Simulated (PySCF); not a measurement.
CH₁₀Si₃, SMILES C[SiH2][SiH2][SiH3] at its B3LYP/def2-SVP optimised geometry (Å):

```
14

Si    -0.4635     1.3304     0.0000
Si    -1.2774     0.1669     1.8835
Si    -0.5686    -2.0857     1.9220
C     -1.2280    -3.0251     3.4285
H     -0.9378     2.7470     0.0000
H     -0.9347     0.6727    -1.2558
H      1.0303     1.3304     0.0000
H     -0.8084     0.8649     3.1228
H     -2.7739     0.2250     1.8785
H     -1.0303    -2.7470     0.6618
H      0.9275    -2.1094     1.9163
H     -0.8810    -2.5609     4.3652
H     -0.8789    -4.0703     3.4142
H     -2.3295    -3.0321     3.4373
```

Calculation: B3LYP/def2-TZVP (PySCF).

Map of the HOMO amplitude (bohr^(-3/2)) on the plane z = 1.2 Å; orbital energy -7.57 eV, overall sign arbitrary:

```
|==========-------==============|
|=========---------=============|
|========------------===========|
|========-------------==========|
|========-------------==========|
|=========-------------=========|
|==========-------------========|
|=================------========|
|===================-----=======|
|=========+++++++===-----=======|
|========++**##*++===----=======|
|=======++*#%%%#*+===----=======|
|=======++*%@@@%*+====--========|
|=======++#%@@@#*+==============|
|========+*#%%#*++==============|
|==========++++=================|
|=======---::::-----============|
|====-----:.  ..:---============|
|===-----::.   .:---============|
|==------::.   .:--=============|
|==-------::. .:--==============|
|===-------:::--================|
|===--------==++++++============|
|===========+***++++============|
|===========+***+++=============|
|===========++++++==============|
|============+++================|
|===============================|
|===============================|
|===============================|
|===============================|
```
Scale: ten equal steps from -0.084 (start of ' ') to 0.124 (end of '@'), in the order ' .:-=+*#%@'; x runs from -5.00 to 5.00, y from -5.00 (bottom) to 5.00 (top).
